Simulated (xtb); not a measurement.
CHOS, charge +1, singlet, at a GFN2-xTB geometry; GFN1-xTB (xtb).

The xtb input:
```
$ xtb mol.xyz --gfn 1 --chrg 1 --hess --json

# file mol.xyz
4

O     -0.34180530     0.10102109    -1.68704513
C     -0.13121664     0.04098022    -0.58326032
S      0.27585043    -0.09473859     0.97470948
H     -0.89186473     0.46176743     1.40057134
```

The log (banner, timings and long lists left out):

```
   ID    Z sym.   atoms
    1    8 O      1
    2    6 C      2
    3   16 S      3
    4    1 H      4

           -------------------------------------------------
          |                Calculation Setup                |
           -------------------------------------------------

           -------------------------------------------------
          |                 G F N 1 - x T B                 |
           -------------------------------------------------

          ...................................................
          :                      SETUP                      :
          :.................................................:
          :  # basis functions                  20          :
          :  # atomic orbitals                  19          :
          :  # shells                            9          :
          :  # electrons                        16          :
          :  # halogen bonds                     0          :
          :  max. iterations                   250          :
          :  Hamiltonian                  GFN1-xTB          :
          :  restarted?                      false          :
          :  GBSA solvation                  false          :
          :  PC potential                    false          :
          :  electronic temp.          300.0000000     K    :
          :  accuracy                    1.0000000          :
          :  -> integral cutoff          0.2500000E+02      :
          :  -> integral neglect         0.1000000E-07      :
          :  -> SCF convergence          0.1000000E-05 Eh   :
          :  -> wf. convergence          0.2000000E-04 e    :
          :  Broyden damping             0.4000000          :
          :  net charge                          1          :
          :  unpaired electrons                  0          :
          ...................................................

 iter      E             dE          RMSdq      gap      omega  full diag
   1    -10.3145546 -0.103146E+02  0.814E+00    6.74       0.0  T
   2    -10.4475817 -0.133027E+00  0.665E+00    3.18       1.0  T
   3    -10.5860354 -0.138454E+00  0.236E+00    4.73       1.0  T
   4    -10.5795037  0.653173E-02  0.131E+00    4.03       1.0  T
   5    -10.5878129 -0.830918E-02  0.491E-01    4.30       1.0  T
   6    -10.5889871 -0.117419E-02  0.506E-02    4.44       1.0  T
   7    -10.5890024 -0.152920E-04  0.387E-03    4.46      12.9  T
[...]
         :: total energy             -10.478076398366 Eh    ::
[...]
          :  imag. cutoff                  -20.0000000 cm⁻¹ :
          :.................................................:

    mode    ω/cm⁻¹     T·S(HO)/kcal·mol⁻¹    T·S(FR)/kcal·mol⁻¹   T·S(vib)
   ------------------------------------------------------------------------
   ------------------------------------------------------------------------

   temp. (K)  partition function   enthalpy   heat capacity  entropy
                                   cal/mol     cal/K/mol   cal/K/mol   J/K/mol
 298.15  VIB   1.32                  417.743      3.892      1.960
         ROT  0.894E+04              888.752      2.981     21.062
         INT  0.118E+05             1306.496      6.872     23.021
         TR   0.462E+27             1481.254      4.968     38.231
         TOT                        2787.7496    11.8406    61.2527   256.2814

       T/K    H(0)-H(T)+PV         H(T)/Eh          T*S/Eh         G(T)/Eh
   ------------------------------------------------------------------------
    298.15    0.444256E-02    0.208213E-01    0.291031E-01   -0.828179E-02
   ------------------------------------------------------------------------

         :::::::::::::::::::::::::::::::::::::::::::::::::::::
         ::                  THERMODYNAMIC                  ::
         :::::::::::::::::::::::::::::::::::::::::::::::::::::
         :: total free energy         -10.486358192310 Eh   ::
         ::.................................................::
         :: total energy              -10.478076398366 Eh   ::
         :: zero point energy           0.016378785101 Eh   ::
         :: G(RRHO) w/o ZPVE           -0.024660579045 Eh   ::
         :: G(RRHO) contrib.           -0.008281793944 Eh   ::
         :::::::::::::::::::::::::::::::::::::::::::::::::::::

           -------------------------------------------------
          | TOTAL ENERGY              -10.478076398366 Eh   |
          | TOTAL ENTHALPY            -10.457255051430 Eh   |
          | TOTAL FREE ENERGY         -10.486358192310 Eh   |
          | GRADIENT NORM               0.041866367989 Eh/α |
          | HOMO-LUMO GAP               4.457120346872 eV   |
           -------------------------------------------------
########################################################################
[WARNING] Runtime exception occurred
-1- hessian_numhess: Hessian on incompletely optimized geometry!
########################################################################

normal termination of xtb
```
